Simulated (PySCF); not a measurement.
Input for PySCF:
```python
from pyscf import gto, scf, dft
from pyscf.prop import polarizability

mol = gto.Mole()
mol.atom = '''
    Si   -0.000000   -0.000000   -0.548582
    O     0.000000    0.000000    0.960019
'''
mol.basis = '6-31g'
mol.charge = 0
mol.spin = 0
mol.verbose = 4
mol.build()

mf = dft.RKS(mol)
mf.xc = 'pbe'
mf.kernel()
alpha = mf.Polarizability().polarizability()[2, 2]
print('alpha_zz =', alpha)
```

Problem. Estimate the Mulliken (on the basis functions themselves) charges in atom order that PBE/6-31G, polarisability run with PySCF returns for this input.

Solution. Si1 0.55, O2 -0.55

Problem. What HOMO-LUMO gap does PBE/6-31G, polarisability give?

Solution. 4.67 eV

Problem. Give the HOMO energy at the level PBE/6-31G, polarisability.

Solution. -7.34 eV

Problem. What is the computed total energy (PBE/6-31G, polarisability)?

Solution. -364.4221 Eh

Problem. Give the nuclear repulsion energy at the level PBE/6-31G, polarisability.

Solution. 39.2866 Eh
